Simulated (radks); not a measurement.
Spin polarisation of the 6s1 shell in the mercury ion Hg+. Start: [Xe] 4f14 5d10 6s(up 0.5, down 0.5); electrons of 6s are moved from spin down to spin up, other shells keep equal spins. Calculated with a radial shooting solver on a logarithmic mesh with Libxc functionals: scalar-relativistic Kohn-Sham, PBEsol, spin-polarised, spherical densities, finite nucleus; Fermi nuclear charge, rms radius of each element as measured or else 0.836 A^(1/3) + 0.57 fm.

moment (Bohr magnetons)  E - E(0) (eV)  e(6s up) (eV)  e(6s down) (eV)  5d down minus up (eV)  5p down minus up (eV)
0                                0.000        -14.753          -14.753                  0.000                  0.000
0.25                            -0.014        -14.863          -14.638                  0.082                  0.013
0.5                             -0.056        -14.967          -14.516                  0.164                  0.025
0.75                            -0.127        -15.066          -14.388                  0.246                  0.038
1                               -0.226        -15.159          -14.254                  0.328                  0.051

At moment 1 the spin-polarisation energy is -0.226 eV and the 6s exchange splitting 0.905 eV, that is 0.905 eV per Bohr magneton; E = -I m^2/4 would give I = 0.903 eV.
